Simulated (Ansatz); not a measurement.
Correlation energies of C8H7F3, SMILES `FC(F)(F)Cc1ccccc1` by basis set

```xyz
18

F     0.1281    1.1973    2.5536
C     0.8455    1.7740    1.5819
F     0.0461    2.6529    0.9655
F     1.8223    2.4768    2.1757
C     1.4248    0.7605    0.6232
C     0.3808   -0.0603   -0.0750
C    -0.0707   -1.2513    0.4827
C    -1.0484   -2.0010   -0.1517
C    -1.5861   -1.5671   -1.3540
C    -1.1407   -0.3811   -1.9180
C    -0.1629    0.3666   -1.2814
H     2.0977    0.1294    1.2070
H     2.0304    1.3203   -0.0924
H     0.3458   -1.5928    1.4243
H    -1.3899   -2.9281    0.2940
H    -2.3491   -2.1539   -1.8522
H    -1.5547   -0.0369   -2.8587
H     0.1812    1.2949   -1.7246
```

Charge 0, multiplicity 1. The geometry is a stationary point of PBE0-D4/def2-TZVP. It is one conformer, not always the lowest. Frozen core, restricted reference, Ansatz. CBS rows extrapolate triple and quadruple zeta; past MP2 they add the triple-zeta difference.

```tsv
basis	HF (Eh)	MP2 corr.	CCSD corr.	(T)	CCSD(T) total
def2-SVP	-604.89992	-1.59247	-1.64717	-0.05530	-606.60239
def2-TZVPP	-605.60815	-2.00845	-2.03830	-0.08888	-607.73533
def2-QZVPP	-605.63355	-2.16159	–	–	–
CBS(def2)	-605.63705	-2.27502	-2.30488	as TZ	-608.03081
```
